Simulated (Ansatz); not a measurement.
One change: `CC(F)BF` becomes `CC(N)F`.

Ansatz, PBE0-D4/def2-TZVP geometries, multiplicity 1. Each molecule was computed in one conformer, which needn't be the lowest.

| property | `CC(F)BF` |
| --- | --- |
| LUMO energy (PBE0/def2-TZVPP) / eV | -1.00 |
| LUMO energy (ωB97M-V/def2-TZVPP) / eV | 0.95 |
| size of the dipole moment (PBE/def2-TZVPP) / D | 1.22 |
| HOMO energy (PBE/def2-TZVPP) / eV | -7.02 |
| HOMO–LUMO gap (PBE/def2-TZVPP) / eV | 4.99 |
| HOMO energy (PBE0/def2-TZVPP) / eV | -8.60 |

Q: Give the same properties after the change, and the shifts. (Best estimate.)

A: The calculation gave: 
| property | `CC(N)F` | shift |
| --- | --- | --- |
| LUMO energy (PBE0/def2-TZVPP) / eV | 1.20 | 2.20 |
| LUMO energy (ωB97M-V/def2-TZVPP) / eV | 2.57 | 1.62 |
| size of the dipole moment (PBE/def2-TZVPP) / D | 1.02 | -0.20 |
| HOMO energy (PBE/def2-TZVPP) / eV | -6.25 | 0.77 |
| HOMO–LUMO gap (PBE/def2-TZVPP) / eV | 6.63 | 1.64 |
| HOMO energy (PBE0/def2-TZVPP) / eV | -7.83 | 0.77 |

With PBE0 the HOMO rises by 0.77 eV and the LUMO rises by 2.20 eV, so the gap widens by about 1.43 eV. PBE moves the HOMO by 0.77 eV and ωB97M-V by 0.68 eV. Dipoles are sizes alone; their direction can turn.
